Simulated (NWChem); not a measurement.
SiHOBrCl₂; SMILES O[Si](Cl)(Cl)Br

```xyz
6

O      0.1037    -0.7584    -1.9167
Si     0.0085    -0.4841    -0.3066
Cl    -1.7049    -1.2826     0.4794
Cl     1.6287    -1.3846     0.5280
Br     0.0268     1.6739     0.1423
H     -0.5894    -0.3976    -2.4798
```
Atoms are numbered in this order, from 1.

Results from NWChem. Medium grid unless said otherwise, to which SCAN and Minnesota functionals are sensitive. The geometry was optimised at PBE0/def2-SVP. Hybrids' shares of exact exchange are those that their runs print; pure functionals count as 0. The functionals differ in more than this share.

```csv
row,share of exact exchange,orbital gap (eV)
PBE/def2-SVP,0.00,6.17
PW91/def2-SVP,0.00,6.15
TPSSh/def2-SVP,0.10,withheld
B3LYP/def2-SVP,0.20,7.99
MPW1K/def2-SVP,0.43,10.25
MN15/def2-SVP,0.44,10.04
```

### Question
Fit a straight line of the last column on the one before it, predict the withheld value, and compare with the run.

### Answer

1. Means of the 5 shown rows: x = 0.214, y = 8.120. Slope Σ(x − x̄)(y − ȳ)/Σ(x − x̄)² = 1.735/0.1895 = 9.153; intercept 6.161.
2. The shown rows scatter about the line by 0.096 (root mean square); the largest residual is +0.15, at MPW1K/def2-SVP.
3. At x = 0.10 (TPSSh/def2-SVP; inside the shown range) the line gives 7.08.
4. The run gives 7.42, +0.34 from the line, 3.6 times the scatter.
